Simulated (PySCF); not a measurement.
**Correlation energy of S³⁺ (sulfur, charge +3)**

[Ne] 3s2 3p1, 2P determinant. Calculation: PySCF 2.14, in aug-cc-pCVTZ-DK (8s7p5d3f, 75 functions); scalar relativity by spin-free X2C-1e. Frozen: 1s2; 11 electrons correlated.

MP2 pair energies summed by pair of shells (mhartree):

| pair | energy | share (%) |
| --- | --- | --- |
| 2p-2p | -188.40 | 54.7 |
| 2s-2p | -55.77 | 16.2 |
| 3s-3s | -27.79 | 8.1 |
| 2p-3s | -25.78 | 7.5 |
| 3s-3p | -23.21 | 6.7 |
| 2s-2s | -9.44 | 2.7 |
| 2p-3p | -9.19 | 2.7 |
| 2s-3s | -3.16 | 0.9 |
| 2s-3p | -1.42 | 0.4 |

Total MP2 correlation energy: -344.17 mhartree.

Same-spin part -85.02 and opposite-spin part -259.14 mhartree; SCS-MP2 scales them by 1/3 and 6/5 to -339.31 mhartree.
